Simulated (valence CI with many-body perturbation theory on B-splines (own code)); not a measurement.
Sensitivity of CI+MBPT for Yb38+

Calculated by relativistic CI+MBPT: four valence electrons over a frozen Dirac-Fock core [Ar] 3d10, a basis of 6 s, 6 p, 5 d, 3 f, 1 g functions for each j, with the one-electron correlation potential Σ1, the two-electron term Σ2, the three-electron term Σ3, Breit, model QED; selected CI, second order for the rest, scaled by the run's own slope (own B-spline code, finite nucleus).

The last digits are not significant, and no measured levels were compared; by estimate large intervals hold to a few tenths of a per cent, small ones and those within an open d or f shell to about a per cent.

The reference run has the lowest level (4s^2 4p1/2^2) J=0 and an ionisation energy of 1791.38 eV. Its largest variational space holds 9995 state functions.

Levels are named by their leading jj configuration (3d3/2^4 stands for four electrons in 3d with j = 3/2), which in mixed levels can hold well under half, so a name can repeat and another be missing. Letters in brackets count levels of one name in rising energy.

Changed runs:
A. orbitals per symmetry with explicit Σ2 and valence Breit (the others get mean screening factors) 5 → 3
B. natural orbitals for correlation on → off
C. highest l with Σ1, explicit Σ2 and valence Breit (higher l get mean screening factors) 3 → 2
D. scale of Σ2 1 → -1 (bad on purpose)

Excitation energies of the reference run in cm⁻¹, and shifts in cm⁻¹:

| Level | Reference | A | B | C | D |
| --- | --- | --- | --- | --- | --- |
| (4s^2 4p1/2 4p3/2) J=1 | 540174 | +10 | -292 | -36 | -2901 |
| (4s^2 4p1/2 4p3/2) J=2 | 572059 | +13 | +0.9 | -17 | -1964 |
| (4s^2 4p3/2^2) J=2 | 1136240 | +27 | -145 | -34 | -4386 |
| (4s^2 4p3/2^2) J=0 | 1205650 | +39 | +388 | +29 | -2145 |
| (4s 4p1/2^2 4p3/2) J=2 | 1234140 | -2.0 | -413 | -39 | -5066 |
| (4s 4p1/2^2 4p3/2) J=1 | 1343200 | +10 | +74 | -5.0 | +3364 |
| (4s^2 4p1/2 4d3/2) J=2 | 1660950 | -12 | -142 | +180 | -1799 |
| (4s 4p1/2 4p3/2^2) J=2 [a] | 1724300 | +0.2 | -827 | -50 | -10247 |
| (4s 4p1/2 4p3/2^2) J=3 | 1782210 | +1.7 | -419 | +0.9 | -6584 |
| (4s^2 4p1/2 4d3/2) J=1 | 1791380 | +19 | +472 | +212 | +13380 |
| (4s 4p1/2 4p3/2^2) J=0 | 1866250 | +25 | +16 | -8.9 | -4300 |
| (4s^2 4p1/2 4d5/2) J=2 | 1883200 | +19 | +188 | +156 | +7188 |
| Ionisation energy (eV) | 1791.38 | +0.013 | -0.14 | -0.0086 | -0.30 |
